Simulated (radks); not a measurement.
Problem. Species: Tm VI. Configuration: [Kr] 4d10 4f11 5s2 5p5. Calculated with a radial shooting solver on a logarithmic mesh with Libxc functionals: scalar-relativistic Kohn-Sham, BLYP, spin-polarised, spherical densities, finite nucleus; open shells are filled with parallel spins first (spin-orbit coupling, left out, can overturn this in heavy ions); Fermi nuclear charge, rms radius 5.2256 fm. Some entries of the table are withheld. Estimate them.

orbital,occ.,eigenvalue (hartree),<r^2> (bohr^2)
1s up,1,-2181.252,0.0005485
1s down,1,-2181.249,0.0005485
2s up,1,-370.2829,0.008516
2s down,1,-370.2797,0.008516
2p up,3,-327.3114,0.006944
2p down,3,-327.3076,0.006944
3s up,1,-85.36883,0.05584
3s down,1,-85.31347,0.05580
3p up,3,-72.35353,0.05629
3p down,3,-72.29788,0.05623
3d up,5,-56.25930,0.04690
3d down,5,-56.21616,0.04684
4s up,1,-19.02817,0.2787
4s down,1,-18.91362,0.2788
4p up,3,-14.73884,0.3157
4p down,3,-14.62650,0.3159
4d up,5,-9.03766,0.3734
4d down,5,-8.92694,0.3739
5s up,1,-4.36209,1.522
5s down,1,-4.27964,1.537
5p up,3,-3.27015,(1)
5p down,2,-3.19833,(2)
4f up,7,-2.76303,0.6166
4f down,4,-2.65490,0.6283

Solution. 
(1) 5p up <r^2> (bohr^2): 1.986
(2) 5p down <r^2> (bohr^2): 2.018
